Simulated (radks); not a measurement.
Results of a calculation; reference values are marked as such.
Isoelectronic series with 39 electrons, each ion in its NIST ground configuration. Level of theory: scalar-relativistic Kohn-Sham, PBEsol, spin-polarised, spherical densities, point nucleus; open shells are filled with parallel spins first (spin-orbit coupling, left out, can overturn this in heavy ions) (a radial shooting solver on a logarithmic mesh with Libxc functionals). Total energies (hartree) and orbital eigenvalues (Ry) (* marks an orbital that is empty in some or all of the ions):

\begin{tabular}{lrrrrr}
ion & configuration & E (hartree) & 4d down* & 5s up* & 4d up \\ \hline
Zr+ & [Kr] 4d2 5s1 & -3596.26926 & -0.64954 & -0.77875 & -0.78400 \\
Nb2+ & [Kr] 4d3 & -3816.79995 & -1.29793 & -1.28001 & -1.46793 \\
Mo3+ & [Kr] 4d3 & -4044.70309 & -2.30531 & -1.99902 & -2.49302 \\
Tc4+ & [Kr] 4d3 & -4279.97403 & -3.48951 & -2.83127 & -3.69342 \\
Ru5+ & [Kr] 4d3 & -4522.62918 & -4.83484 & -3.76847 & -5.05412 \\
Rh6+ & [Kr] 4d3 & -4772.69137 & -6.33233 & -4.80578 & -6.56643 \\
Pd7+ & [Kr] 4d3 & -5030.18773 & -7.97626 & -5.94011 & -8.22480 \\
Ag8+ & [Kr] 4d3 & -5295.14871 & -9.76265 & -7.16935 & -10.02536 \\
Cd9+ & [Kr] 4d3 & -5567.60742 & -11.68867 & -8.49201 & -11.96533 \\
In10+ & [Kr] 4d3 & -5847.59938 & -13.75216 & -9.90704 & -14.04259 \\
Sn11+ & [Kr] 4d3 & -6135.16227 & -15.95146 & -11.41367 & -16.25553 \\
Sb12+ & [Kr] 4d3 & -6430.33578 & -18.28526 & -13.01136 & -18.60285 \\
Te13+ & [Kr] 4d3 & -6733.16157 & -20.75251 & -14.69974 & -21.08353 \\
\end{tabular}
